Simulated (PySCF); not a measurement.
Compound: C6H12N (charge +1).
Bonds: C1–C2 (double), C2–C3 (double), C3–N4, N4–C5, N4–C6, N4–C7. Hydrogens: H8, H9 on C1; H10 on C3; H11, H12, H13 on C5; H14, H15, H16 on C6; H17, H18, H19 on C7.
Bond orders are those of one Lewis drawing.

Computed by this run: PySCF, PBE0-D3(BJ)/def2-SVP geometry optimisation, gas phase; density fitting, grid level 2; the optimiser is geomeTRIC in internal coordinates, started from a GFN2-xTB structure.

Step 0: E = -7884.3637 eV
```
atom  x, y, z in Å  |  force x, y, z in eV/Å
C1      3.0353    0.2739   -0.3804    0.464  -0.028  -0.122
C2      1.8388    0.4835    0.0496   -0.449  -0.059   0.046
C3      0.6498    0.7283    0.5119   -0.069   0.099   0.095
N4     -0.5629   -0.0009    0.1129    0.219  -0.041  -0.076
C5     -1.5032    0.9537   -0.5060   -0.336   0.387  -0.277
C6     -1.1720   -0.5916    1.3204   -0.191  -0.260   0.485
C7     -0.2387   -1.0693   -0.8476    0.113  -0.401  -0.359
H8      3.7049   -0.4129    0.1120    0.348  -0.453   0.362
H9      3.4290    0.7899   -1.2413    0.162   0.356  -0.554
H10     0.4680    1.5054    1.2390   -0.180   0.377   0.367
H11    -1.0477    1.4045   -1.3867    0.222   0.038  -0.195
H12    -2.4181    0.4424   -0.8015   -0.222  -0.263  -0.017
H13    -1.7554    1.7446    0.1986    0.015   0.160   0.278
H14    -2.0602   -1.1615    1.0521   -0.255  -0.108  -0.202
H15    -0.4582   -1.2546    1.8075    0.257  -0.141   0.026
H16    -1.4558    0.1911    2.0223   -0.019   0.302   0.106
H17     0.4554   -1.7765   -0.3966    0.161  -0.120   0.203
H18     0.2267   -0.6441   -1.7351    0.091   0.203  -0.179
H19    -1.1453   -1.5967   -1.1386   -0.330  -0.046   0.014
```

**Question.** Estimate the geometry and energy of step 1. (The exact step hangs on the optimiser's Hessian estimate; all steps are aligned on step 0, rigid shifts and turns removed.)

**Answer.** E = -7884.4351 eV, largest force 0.092 eV/Å
```
atom  x, y, z in Å  |  force x, y, z in eV/Å
C1      3.0640    0.2873   -0.3716    0.065  -0.032  -0.038
C2      1.8482    0.4864    0.0515    0.025   0.018   0.008
C3      0.6552    0.7405    0.5181   -0.089  -0.024   0.001
N4     -0.5588   -0.0056    0.1081   -0.008   0.028   0.027
C5     -1.5152    0.9611   -0.5165    0.015  -0.030   0.024
C6     -1.1769   -0.6025    1.3331    0.003   0.022  -0.036
C7     -0.2463   -1.0898   -0.8648    0.000   0.035   0.027
H8      3.7328   -0.4151    0.1410   -0.014   0.037  -0.018
H9      3.4488    0.8138   -1.2538   -0.004  -0.017   0.039
H10     0.4476    1.5263    1.2515    0.008  -0.015  -0.018
H11    -1.0450    1.3898   -1.4082    0.002   0.015  -0.023
H12    -2.4351    0.4275   -0.7854   -0.015  -0.001  -0.003
H13    -1.7402    1.7550    0.2051   -0.005   0.017   0.003
H14    -2.0871   -1.1422    1.0443   -0.017  -0.003   0.005
H15    -0.4541   -1.2864    1.7911    0.010  -0.021   0.016
H16    -1.4258    0.2029    2.0340    0.000   0.002   0.019
H17     0.4485   -1.7969   -0.3996    0.016  -0.023   0.002
H18     0.2124   -0.6485   -1.7558    0.010   0.001  -0.026
H19    -1.1827   -1.5944   -1.1294   -0.003  -0.009  -0.006
```

The energy changes by -0.0714 eV. The first-order estimate −F·Δx gives -0.1456 eV and the mean of the old and new forces, exact on a quadratic surface, -0.0716 eV. The step makes an angle of 51° with the force vector and moves no atom by more than 0.040 Å.

The cost below is that of the whole optimisation. Hardware: an AMD EPYC 7R13 with one thread, no GPU, on a shared host. Cost: 53 s wall, 0.75 GiB resident at most.
